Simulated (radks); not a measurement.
Radial electron density D(r) = 4 pi r^2 rho(r) of an atom or ion with 33 electrons. Calculated with a radial shooting solver on a logarithmic mesh with Libxc functionals: Dirac Kohn-Sham, PBEsol, spin-unpolarised, spherical densities, point nucleus.

r (bohr)  D(r) (e/bohr)
0.002433          1.847
0.002855          2.450
0.003324          3.191
0.0039            4.191
0.004541          5.396
0.005329          6.989
0.006253          8.970
0.00728           11.26
0.008543          14.14
0.01002           17.49
0.01167           21.09
0.0137            25.20
0.01607           29.44
0.01871           33.32
0.02196           36.88
0.02556           39.39
0.03              40.73
0.0352            40.55
0.04098           39.07
0.04809           36.64
0.05643           34.27
0.0657            33.13
0.0771            34.01
0.09048           37.25
0.1053            41.71
0.1236            46.01
0.1439            47.66
0.1689            45.35
0.1982            39.22
0.2307            32.02
0.2707            26.23
0.3177            24.55
0.3698            26.52
0.434             29.70
0.5053            30.75
0.5929            28.12
0.6958            22.33
0.81              15.87
0.9506            10.06
1.116             6.235
1.299             4.283
1.524             3.296
1.788             2.706
2.082             2.159
2.443             1.534
2.844            0.9823
3.338            0.5442
3.917            0.2816
4.56             0.1606
5.351            0.1138
6.28             0.1054
7.311            0.1057
8.579            0.1011
10.07           0.08598
11.72           0.06167
13.75           0.03417
16.01           0.01572
18.79          0.005522
22.05          0.001471
25.67         0.0003104

What is the nuclear charge?

Answer. Z = 33. The innermost maximum, from 1s, lies near gamma/Z bohr with gamma = sqrt(1 - (Z/c)^2) = 0.971, here 0.0294 bohr (found: 0.0320), and its height grows with Z. The density is that of neutral arsenic in [Ar] 3d10 4s2 4p2 4d1; the configuration itself is not fixed sharply by these data, and Z only to about a unit. D(r) has 4 maxima, at r = 0.0320, 0.143, 0.493, 7.14 bohr, and minima at 0.0673, 0.310, 6.38 bohr, inside which lie 2.10, 10.96, 32.32 electrons.
